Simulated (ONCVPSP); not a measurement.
# Before and after: ONCV potential for S (Z = 16)

ONCVPSP 4.0.1 input, shortened (lines: element, Z, core and valence counts, functional; n l f; lmax; l rc ep ncon nbas qcut; lloc lpopt rc5 dvloc0; l nproj debl; icmod fcfact rcfact), PBEsol, scalar-relativistic:

```
  S 16.00    1    4  -116133      upf
    1    0    2.00
    2    0    2.00
    2    1    6.00
    3    0    2.00
    3    1    3.00
    2
    0    0.95    0.00    4    7   16.20
    1    0.90    0.00    4    9   15.20
    2    1.00    0.03    4    7   11.40
    4    5    0.65    3.00
    0    2    0.60
    1    2    1.00
    2    1    3.60
    0    0.00    0.00
```

Change: all radii scaled by about 0.96 (s 0.92, p 0.86, d 0.96 bohr); local potential polynomial inside 0.62 bohr (lpopt 5, dvloc0 3 Ha).

Cutoffs: the cutoffs (Ha) at which the residual kinetic energy of the hardest occupied pseudo-wave falls to 1 and 0.1 mHa per electron; they do not see the model core or the augmentation charge, which bear on the density cutoff. Errors are all-electron minus pseudo energies relative to the spin-unpolarised reference configuration.

**Question.** How do hardness, ghosts and transferability respond?

**Answer.** The potential gets neither clearly harder nor softer (98 Ha and 108 Ha → 101 Ha and 113 Ha); the errors of the 4 common tests hardly move; neither file shows a bound ghost.

```csv
quantity,base,changed
"cutoff, loose",98 Ha,101 Ha
"cutoff, tight",108 Ha,113 Ha
loose cutoff by channel,"s 43 Ha, p 98 Ha","s 44 Ha, p 101 Ha"
bound ghosts,none,none
GHOST(+) flags under 300 eV,none,none
"error for 2s2 2p6 3s2 3p4, meV [ΔE -11.73 eV]",+0.6,+0.4
"error for 2s2 2p6 3s2 3p2, meV [ΔE 22.24 eV]",+0.9,+1.0
"error for 2s2 2p6 3s2 3p1, meV [ΔE 56.24 eV]",+6.9,+7.1
"error for 2s2 2p5 3s2 3p4, meV [ΔE 161.75 eV]",+1097,+980
```
